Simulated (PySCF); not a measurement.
GeH3, SMILES [GeH3+], charge +1.

The structure is a stationary point at B3LYP-D3(BJ)/def2-TZVPD.

Two levels are set side by side: TDDFT-PBE/def2-TZVPD (PySCF) and TDDFT-PBE0/def2-TZVPD (PySCF). Vertical, same geometry. The lowest singlet is HOMO→LUMO 100 % with PBE and HOMO→LUMO 100 % with the other functional; states are paired by order. Differences are taken from unrounded values.

```tsv
quantity	TDDFT-PBE0
lowest singlet excitation (eV)	5.44
lowest triplet excitation (TDA) (eV)	4.77
first bright state (f over 0.05) (eV)	10.04
its oscillator strength	0.14
```

Question: What does TDDFT-PBE give, and how far is it from TDDFT-PBE0? (An estimate is asked for; the answer gives what the named calculation found.)

Answer: 
| quantity | TDDFT-PBE | TDDFT-PBE minus TDDFT-PBE0 |
|---|---|---|
| lowest singlet excitation (eV) | 5.11 | -0.32 |
| lowest triplet excitation (TDA) (eV) | 4.50 | -0.27 |
| first bright state (f over 0.05) (eV) | 9.46 | -0.58 |
| its oscillator strength | 0.10 | -0.04 |

Functionals without exact exchange tend to place singlet excitations lower, as here. Differences between two approximate levels are no errors against the true value.

Rough cost on one machine, each run with all the roots and properties that it gave: TDDFT-PBE0 against TDDFT-PBE about 2 times.
